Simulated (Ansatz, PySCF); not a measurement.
Molecule: SiN, charge 0, multiplicity 2. 
Geometry from a B3LYP-D3(BJ)/def2-TZVP (Ansatz, a quantum-chemistry and plane-wave program) optimisation:
```xyz
2

N      0.0000     0.0000    -1.0450
Si     0.0000     0.0000     0.5225
```
Charge 0, spin multiplicity 2.

Total electronic energies in hartree. Correlated levels leave the core frozen unless marked. Open shells are spin-unrestricted. Spin-orbit coupling is left out. Non-relativistic. CBS(X,Y): correlation extrapolated as X^-3; Hartree-Fock from the larger set.

The UHF reference is spin-contaminated (<S^2> 0.42 over the pure value in the largest basis). The T1 diagnostic of CCSD in the largest basis is 0.079, which is high, so the coupled-cluster rows are less sure than usual.

| level | program | energy (Eh) |
|---|---|---|
| RI-HF/def2-QZVPPD | Ansatz | -343.31604 |
| PBE-D4/def2-TZVPD | Ansatz + dftd4 | -343.94597 |
| M06-L/def2-TZVPD | PySCF | -344.13158 |
| PBE0/6-31G* | Ansatz | -343.90959 |
| PW6B95-D3(BJ)/def2-TZVPD | PySCF + dftd3 | -344.47077 |
| PW6B95-D4/def2-TZVPD | PySCF + dftd4 | -344.47127 |
| LC-wPBE/def2-TZVPD | Ansatz | -343.99416 |
| MP2/cc-pVTZ | Ansatz | -343.54721 |
| CCSD(T)/CBS(aug-cc-pV(T+d)Z,aug-cc-pV(Q+d)Z) | Ansatz | -343.6385 |

Totals of different functionals don't rank their quality; only differences between species are comparable.
